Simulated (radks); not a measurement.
Q: The boron ion B+, [He] 2s2. Method: non-relativistic Kohn-Sham, exchange-only LDA, spin-polarised, spherical densities, point nucleus; computed with a radial shooting solver on a logarithmic mesh with Libxc functionals. Every spin shell is full or empty, so the densities are truly spherical. Functionals are evaluated on that one density, not self-consistently. Rank these orbital-free kinetic functionals by their error against the exact value of the orbitals, and give that value: Thomas-Fermi, von Weizsacker, TF + vW, LC94, Perdew 92, Pearson, LKT, PG1, DePristo-Kress.

A: Exact: 23.7860 hartree. From best to worst, with 100 (|E| - |E exact|)/|E exact| (equal figures are ties): Perdew 92 -0.16, LC94 -0.18, DePristo-Kress -1.61, Pearson -4.39, von Weizsacker -8.23, Thomas-Fermi -10.38, PG1 +45.40, LKT +52.75, TF + vW +81.39.
